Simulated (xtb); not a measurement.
C₄H₆O₄Zn (SMILES CC1[O][Zn]2([O]C(C)=[O]->2)<-[O]=1), singlet, at a GFN2-xTB geometry (such geometries of metal compounds can be far from the true shape); GFN2-xTB (xtb 6.7.1).

The xtb input:
```
$ xtb mol.xyz --gfn 2 --ohess --json

# file mol.xyz
15

Zn    -0.00213218    -0.00048230    -0.00043732
C      0.08934617     2.30448338    -2.97259434
C      0.06009732     1.38124227    -1.78941451
O     -0.46857821     0.24796281    -1.88649319
O      0.55172751     1.74434914    -0.69403404
H      0.96313590     2.94601111    -2.91637612
H      0.08149978     1.72611245    -3.89097181
H     -0.80395332     2.92537882    -2.93898522
C     -0.08766604    -2.30410334     2.97293894
C     -0.05001408    -1.37896146     1.79148265
O     -0.99391024    -0.57877535     1.58652740
O      0.91903789    -1.41166436     0.99569749
H      0.92365326    -2.51922243     3.30336872
H     -0.67811424    -1.86106568     3.76860234
H     -0.55905197    -3.23368843     2.65942406
```

The log (banner, timings and long lists left out):

```
   ID    Z sym.   atoms
    1   30 Zn     1
    2    6 C      2, 3, 9, 10
    3    8 O      4, 5, 11, 12
    4    1 H      6-8, 13-15

           -------------------------------------------------
          |                Calculation Setup                |
           -------------------------------------------------

           -------------------------------------------------
          |                 G F N 2 - x T B                 |
           -------------------------------------------------

          ...................................................
          :                      SETUP                      :
          :.................................................:
          :  # basis functions                  42          :
          :  # atomic orbitals                  42          :
          :  # shells                           24          :
          :  # electrons                        48          :
          :  max. iterations                   250          :
          :  Hamiltonian                  GFN2-xTB          :
          :  restarted?                      false          :
          :  GBSA solvation                  false          :
          :  PC potential                    false          :
          :  electronic temp.          300.0000000     K    :
          :  accuracy                    1.0000000          :
          :  -> integral cutoff          0.2500000E+02      :
          :  -> integral neglect         0.1000000E-07      :
          :  -> SCF convergence          0.1000000E-05 Eh   :
          :  -> wf. convergence          0.1000000E-03 e    :
          :  Broyden damping             0.4000000          :
          :  net charge                          0          :
          :  unpaired electrons                  0          :
          ...................................................

 iter      E             dE          RMSdq      gap      omega  full diag
   1    -28.5301974 -0.285302E+02  0.562E+00    4.54       0.0  T
   2    -28.7021091 -0.171912E+00  0.307E+00    5.15       1.0  T
   3    -28.7580989 -0.559899E-01  0.172E+00    5.19       1.0  T
   4    -28.7697723 -0.116734E-01  0.524E-01    5.40       1.0  T
   5    -28.7744141 -0.464176E-02  0.111E-01    5.36       1.0  T
   6    -28.7745377 -0.123619E-03  0.648E-02    5.38       1.0  T
   7    -28.7745437 -0.600069E-05  0.120E-02    5.37       2.1  T
   8    -28.7745429  0.767696E-06  0.509E-03    5.37       5.1  T
[...]
         :: total energy             -28.532496294178 Eh    ::
 * total energy  :   -28.5324963 Eh     change       -0.3752522E-08 Eh
   *** GEOMETRY OPTIMIZATION CONVERGED AFTER 1 ITERATIONS ***
         :: total energy             -28.532496297932 Eh    ::
[...]
       5     93.08    -1.07165 ( 92.31%)    -0.87237 (  7.69%)    -1.05633
       6    160.27    -0.75928 ( 99.06%)    -0.71143 (  0.94%)    -0.75883
       7    160.29    -0.75921 ( 99.06%)    -0.71139 (  0.94%)    -0.75876
       8    176.53    -0.70507 ( 99.36%)    -0.68280 (  0.64%)    -0.70493
       9    207.75    -0.61518 ( 99.67%)    -0.63456 (  0.33%)    -0.61525
      10    207.78    -0.61511 ( 99.67%)    -0.63452 (  0.33%)    -0.61517
   ------------------------------------------------------------------------

   temp. (K)  partition function   enthalpy   heat capacity  entropy
                                   cal/mol     cal/K/mol   cal/K/mol   J/K/mol
 298.15  VIB  0.530E+06             5708.790     26.997     38.010
         ROT  0.268E+06              888.752      2.981     27.818
         INT  0.142E+12             6597.542     29.977     65.829
         TR   0.240E+28             1481.254      4.968     41.508
         TOT                        8078.7960    34.9456   107.3366   449.0964

       T/K    H(0)-H(T)+PV         H(T)/Eh          T*S/Eh         G(T)/Eh
   ------------------------------------------------------------------------
    298.15    0.128744E-01    0.111897E+00    0.509991E-01    0.608984E-01
   ------------------------------------------------------------------------

         :::::::::::::::::::::::::::::::::::::::::::::::::::::
         ::                  THERMODYNAMIC                  ::
         :::::::::::::::::::::::::::::::::::::::::::::::::::::
         :: total free energy         -28.471597926736 Eh   ::
         ::.................................................::
         :: total energy              -28.532496297932 Eh   ::
         :: zero point energy           0.099023079755 Eh   ::
         :: G(RRHO) w/o ZPVE           -0.038124708559 Eh   ::
         :: G(RRHO) contrib.            0.060898371196 Eh   ::
         :::::::::::::::::::::::::::::::::::::::::::::::::::::

optimized geometry written to: xtbopt.xyz

           -------------------------------------------------
          | TOTAL ENERGY              -28.532496297932 Eh   |
          | TOTAL ENTHALPY            -28.420598837288 Eh   |
          | TOTAL FREE ENERGY         -28.471597926736 Eh   |
          | GRADIENT NORM               0.000102948628 Eh/α |
          | HOMO-LUMO GAP               5.371322433074 eV   |
           -------------------------------------------------

normal termination of xtb
```
